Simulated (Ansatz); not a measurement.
A run for Ansatz (an electronic-structure program): R-wB97M-V/def2-TZVPPD on boric acid (SMILES OB(O)O). Files ending in .json are basis or fitting sets from the Basis Set Exchange.

Ansatz 0.2 input:
```yaml
crystal:
  periodic: [false, false, false]
  atoms:
    - {symbol: O, position_ang: [-0.00238246, -0.57182165, -1.19766515]}
    - {symbol: B, position_ang: [-0.15521205, -0.19618015, 0.11023842]}
    - {symbol: O, position_ang: [-1.36114706, 0.38326404, 0.47839581]}
    - {symbol: O, position_ang: [0.87793735, -0.41176198, 0.96646611]}
    - {symbol: H, position_ang: [-0.78684169, -0.37711461, -1.71828124]}
    - {symbol: H, position_ang: [-1.39826234, 0.62138552, 1.40847667]}
    - {symbol: H, position_ang: [0.69823798, -0.11936347, 1.88130217]}
basis:
  gaussian:
    orbitals: def2-TZVPPD.json
hamiltonian:
  xc: {name: wB97M-V}
scf: {lower_state_search: off}
```

The head of its log:

```
WARN ansatz: RAYON_NUM_THREADS=1 ignored (pool sized by the plan → 1); use --threads N
Functional definition: wB97M-V
these checks for a lower state are left out or cut short: stability, starts, cluster_reference, orbital_swaps, neighbouring_geometries, increment
integrals: 0.13 GiB planned
894 factors; their error is unknown
integrals: 0.16 GiB planned
295 factors; integrals over basis functions are off by at most 2.1e-5 eV
mean field: 1.22 GiB planned
mean field evaluation 1: about -6863.8366 eV, gradient 7.0e1 eV
mean field evaluation 2: about -6863.7794 eV, gradient 7.4e1 eV
```

Problem. Predict the final total energy.

Solution. -252.5317 hartree.
